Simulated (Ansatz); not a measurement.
`[F][Zr]([F])([F])[SeH]`. The species carries charge 0 and has multiplicity 1. Zr takes the def2 core potential.

| atom | x (Å) | y (Å) | z (Å) |
| --- | --- | --- | --- |
| F1 | -1.8689 | -0.1775 | 0.8084 |
| Zr2 | -0.4258 | 0.2642 | -0.3305 |
| F3 | -0.8965 | 0.0747 | -2.1477 |
| F4 | 0.0870 | 2.0389 | 0.0718 |
| Se5 | 1.5505 | -1.3354 | 0.1003 |
| H6 | 1.5538 | -0.8647 | 1.4976 |

(1) What are the harmonic wavenumbers in cm⁻¹ at PBE0-D4/def2-TZVP (Ansatz, finite differences of forces, unscaled)? (Best estimate.)

(2) Is this a minimum?

(3) Give the ideal-gas thermochemistry at 298.15 K and 1 bar (rigid rotor, harmonic oscillator; point group Cs, symmetry number 1).

(4) Rotational constants (cm⁻¹)?

Results:

(1) Ansatz gave: 54, 104, 119, 149, 170, 178, 284, 442, 675, 682, 692, 2412.

(2) Yes, all 12 modes are real.

(3) Zero-point energy 35.6 kJ/mol; H(298) − E = 59.1 kJ/mol; entropy 390.7 J/(mol·K), of which translation 176.6, rotation 122.1, vibration 92.0; G(298) − E = -57.3 kJ/mol. Modes under 100 cm⁻¹ are hindered rotations or soft bends, so the harmonic entropy is rough.

(4) 0.09146, 0.03291, 0.03241.
